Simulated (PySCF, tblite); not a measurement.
Isomers of C4H5F2NO, one GFN2-xTB conformer each. Single-point energies are computed at PBE0/pcSseg-1 (PySCF, gas phase, no added dispersion term), electronic only.

**Question.** Rank them by PBE0/pcSseg-1 energy, lowest first (kcal/mol).
A. `[H]/[N:4]=[C:3](\[CH:2]=[CH2:1])[O:5][CH:6]([F:7])[F:8]` with C1–C2–C3–N4 0°, C2–C3–O5–C6 179°, C3–O5–C6–F7 -143°
B. `[CH2:1]=[N:2]/[CH:3]=[CH:4]\[O:5][CH:6]([F:7])[F:8]` with C1–N2–C3–C4 180°, C3–C4–O5–C6 -3°, C4–O5–C6–F7 164°

**Answer.** A (0.0), B (15.0).

As drawn, the lower has an N–H bond, which the higher lacks. GFN2-xTB itself gives, in the same order: 0.0, 6.4. Both levels put the same isomer lowest.

**Question.** Which frontier levels, dipoles and rotational constants go with these structures?

**Answer.** 
```
             SMILES  HOMO (eV, PBE0/pcSseg-1)  LUMO (eV)  dipole (D)      A, B, C (MHz)
[H]/N=C(\C=C)OC(F)F                     -8.22      -1.82        4.14  5228, 1061, 998.1
     C=N/C=C\OC(F)F                     -7.18      -1.43        3.88   3770, 1328, 1108
```

**Question.** What happens when harmonic zero-point energies from GFN2-xTB frequencies are added?

**Answer.** 
```
             SMILES  ZPE (kcal/mol)  electronic (kcal/mol)  with ZPE (kcal/mol)
[H]/N=C(\C=C)OC(F)F            55.3                    0.0                  0.0
     C=N/C=C\OC(F)F            54.7                   15.0                 14.4
```

The zero-point energies span 0.6 kcal/mol. The order is unchanged.
